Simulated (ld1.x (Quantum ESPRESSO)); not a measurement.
**La (Z = 57) TM: all-electron and pseudo phase curves**

lanthanum, norm-conserving Troullier–Martins (Kleinman–Bylander form), made with ld1.x (Quantum ESPRESSO) 7.5 (PBE, scalar-relativistic). Core [Xe], reference 4f0 5d2 6s1 6p0. Waves: 6s (bound): rc 4.20 bohr; 6p (bound, empty): rc 4.20 bohr; 5d (bound): rc 3.40 bohr; 4f (bound, empty): rc 1.35 bohr. Local part: the f channel. Core correction: none.

The phase is arctan(r·u′/u) with u = r·R(r), unwrapped; energies in Ry, scanned from -2 to 5 Ry. A pole is an energy at which the radial function vanishes at the test radius. The pseudo phase is shifted by a multiple of π to meet the all-electron one at the reference energy, and phase errors are pseudo minus all-electron; the curves can meet again beyond the range given. Levels narrower than the energy grid can be missing from the lists of poles.

Question: For each channel, where are the poles, and over which energies does the pseudopotential scatter like the atom?

Answer:

| channel | radius (bohr) | reference energy (Ry) | poles, all-electron | poles, pseudo | unbroken range about the reference energy with phases within 0.05 rad | phase error 1 Ry above the reference energy (rad) |
| --- | --- | --- | --- | --- | --- | --- |
| s | 4.54 | -0.23 | 0.38, 3.35 | 0.24, 0.76, 3.96 | below 0.2 | -3.029 |
| p | 4.54 | -0.08 | -1.52, 0.94, 4.09 | 0.72, 2.35 | -1.5 to 0.5 | -0.116 |
| d | 4.54 | -0.16 | 0.00, 2.05 | 0.00, 2.04 | below 3.3 | -0.007 |
| f | 4.54 | -0.20 | -0.19, 1.44, 3.80 | -0.19, 1.45, 3.90 | below 2.2 | +0.009 |

Note: ghost states, extra bound levels that the all-electron valence spectrum of the same l lacks: s at -628.7 eV, p at -424.9 eV, s at -178.2 eV, d at -90.2 eV, p at -43.3 eV. A true bound ghost makes a file unfit for plane-wave use.

Phases in the d channel:

| E (Ry) | all-electron | pseudo |
| --- | --- | --- |
| -2.00 | 1.412 | 1.412 |
| -1.76 | 1.401 | 1.401 |
| -1.52 | 1.386 | 1.386 |
| -1.28 | 1.368 | 1.368 |
| -1.04 | 1.342 | 1.342 |
| -0.80 | 1.301 | 1.301 |
| -0.56 | 1.219 | 1.219 |
| -0.32 | 0.884 | 0.884 |
| -0.08 | -1.404 | -1.404 |
| 0.16 | -1.721 | -1.721 |
| 0.40 | -1.886 | -1.886 |
| 0.64 | -2.191 | -2.192 |
| 0.88 | -3.304 | -3.311 |
| 1.12 | -4.259 | -4.262 |
| 1.36 | -4.507 | -4.508 |
| 1.60 | -4.611 | -4.612 |
| 1.84 | -4.673 | -4.674 |
| 2.08 | -4.717 | -4.719 |
| 2.32 | -4.756 | -4.758 |
| 2.56 | -4.797 | -4.800 |
| 2.80 | -4.847 | -4.852 |
| 3.04 | -4.926 | -4.937 |
| 3.28 | -5.098 | -5.136 |
| 3.52 | -5.807 | -6.051 |
| 3.76 | -7.252 | -7.347 |
| 4.00 | -7.586 | -7.615 |
| 4.24 | -7.697 | -7.712 |
| 4.48 | -7.753 | -7.764 |
| 4.72 | -7.789 | -7.798 |
| 4.96 | -7.815 | -7.823 |
